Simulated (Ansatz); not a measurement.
`[NH]=[V]([NH2])([OH])[F]`. Charge 0, multiplicity 1. Correlated methods include outer-core shells of V, which these sets cover unevenly. Scalar relativity is left out up to krypton.

| atom | x (Å) | y (Å) | z (Å) |
| --- | --- | --- | --- |
| N1 | -1.164 | -0.149 | 0.999 |
| V2 | 0.292 | -0.168 | 0.323 |
| N3 | 0.262 | 1.230 | -0.836 |
| O4 | 0.565 | -1.685 | -0.546 |
| F5 | 1.560 | 0.041 | 1.509 |
| H6 | -1.953 | -0.140 | 1.631 |
| H7 | 1.025 | 1.373 | -1.485 |
| H8 | -0.494 | 1.878 | -0.987 |
| H9 | -0.093 | -2.380 | -0.608 |

(1) Give the diagnostics of a CCSD(T)/def2-TZVPP run (frozen core, Ansatz). (Estimate.)

Results:

(1) Ansatz gave: T1 = 0.0302, largest single amplitude 0.061, largest double 0.064, (T) share of the correlation energy 6.2 %, 16 CCSD cycles. The RHF solution is unstable towards an unrestricted one. T1 lies over the customary mark of 0.02 for closed shells; compounds of d metals often pass it without a breakdown.
